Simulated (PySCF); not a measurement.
## Polarisability and C₆ of Tl²⁺ (thallium, charge +2)

[Xe] 4f14 5d9 6s2, 2D determinant (an excited configuration). Computed with PySCF 2.14 in aug-cc-pwCVTZ-DK3 (11s10p8d5f1g, 125 functions), with the spin-free X2C one-electron Hamiltonian (Gaussian nucleus). Coupled (time-dependent) response in atomic units; α is the mean over directions.

```csv
method,mean α (bohr³),"α xx, yy, zz",C₆ (like pair),S(−4)
UHF,16.89,"17.01, 17.01, 16.64",119.4,89.10
```

S(−4) is the Cauchy moment in α(ω) = α(0) + S(−4) ω² + …

Spin-orbit coupling is absent.

α(iu) at UHF:

| u (hartree) | α(iu) (bohr³) |
| --- | --- |
| 0 | 16.89 |
| 0.0500 | 16.67 |
| 0.100 | 16.05 |
| 0.200 | 14.10 |
| 0.300 | 11.93 |
| 0.500 | 8.564 |
| 0.750 | 6.116 |
| 1.00 | 4.698 |
| 1.50 | 3.127 |
| 2.00 | 2.262 |
| 3.00 | 1.343 |
| 5.00 | 0.6230 |

A single London oscillator, α(iu) = α/(1 + u²/ω²), gives C₆ = (3/4) ω α². Matching the computed C₆ needs ω = 4 × 119.4 / (3 × 16.89²) = 0.558 hartree.

For an ion, C₆ is the dispersion term alone; charge-induced terms of lower order in 1/R come first.

The components differ because the open shell of this determinant is not spherical; for a pure term their mean is the scalar polarisability.

Spin-orbit coupling, absent here, splits the open shell strongly.
